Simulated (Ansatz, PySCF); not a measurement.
This triplet lies within 0.05 eV of the relaxed singlet at the level B3LYP/cc-pVTZ // B3LYP-D3(BJ)/def2-TZVP (Ansatz, a first-principles code).

B3LYP has the VWN-RPA correlation part, as in Gaussian. 

# CH$_{2}$Si, SMILES `[SiH2]=[C]` (near-degenerate triplet) (charge 0, multiplicity 3)

Calculation: B3LYP-D3(BJ)/def2-TZVP (PySCF).

| Quantity | Result |
|---|---|
| highest occupied spin orbital | -6.77 eV |
| dipole moment | 0.519 e·Å |
| total energy | -328.6192 Ha |
| cost | very roughly 20 core-seconds |

```xyz
4

C      1.6932    -0.1493    -0.0642
Si    -0.0397     0.0035     0.2179
H     -0.7195     1.2894    -0.0766
H     -0.9340    -1.1436    -0.0770
```
Charge 0, spin multiplicity 3.
